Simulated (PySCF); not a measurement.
Computed XPS line lists of a few unrelated compounds.

Theory: delta-SCF UKS SCAN, pcX-2 on the ionised atom, pcseg-1 elsewhere, spin-free X2C (PySCF 2.14.0). Geometries: PBE0-D3(BJ)/def2-SVP; isolated species, one conformer each.

Line lists (1s up to Mg, 2p3/2 beyond, nothing for Br; areas count atoms within a level, one atom standing for each set equivalent by bonding):
1. C 1s: 290.44 (area 2), 290.54 (area 2), 290.82 (area 1), 293.35 (area 1) eV; O 1s: 537.94 eV
2. C 1s: 291.54 eV; N 1s: 404.33 eV; Si 2p3/2: 106.78 eV
3. C 1s: 292.77 eV; O 1s: 538.44 eV; Si 2p3/2: 108.22 eV
4. C 1s: 291.42 eV; F 1s: 693.12 eV; Si 2p3/2: 109.79 eV; Cl 2p3/2: 206.71 eV

Structures:
A. `[SiH3]N(C)C`
B. `C[Si](F)(F)Cl`
C. `CO[SiH2]Br`
D. `O=CC1CCCC1`

**Question.** Match each list to its structure.

**Answer.** 
- 1 = D: no other candidate has this set of levels. C 1s: 290.44 ring CH2 carbon (×2), 290.54 ring CH2 carbon (×2), 290.82 sp3 carbon next to a carbonyl, 293.35 aldehyde carbon; O 1s: 537.94 aldehyde oxygen.
- 2 = A: no other candidate has this set of levels. C 1s: 291.54 N-methyl carbon (×2); N 1s: 404.33 silicon-bound nitrogen; Si 2p3/2: 106.78 SiH3 silicon.
- 3 = C: no other candidate has this set of levels. C 1s: 292.77 methoxy carbon; O 1s: 538.44 silyl ether oxygen; Si 2p3/2: 108.22 oxygen-bound silicon.
- 4 = B: no other candidate has this set of levels. C 1s: 291.42 Si-methyl carbon; F 1s: 693.12 silicon-bound fluorine (×2); Si 2p3/2: 109.79 fluorine-bound silicon; Cl 2p3/2: 206.71 silicon-bound chlorine.

Spin–orbit coupling isn't in the SCF: each 2p doublet comes from a relaxed spin-free hole plus a matrix of the shell (mean-field spin–orbit coupling and the ground-state 2p splitting), with 2p3/2 averaged over its two sublevels.
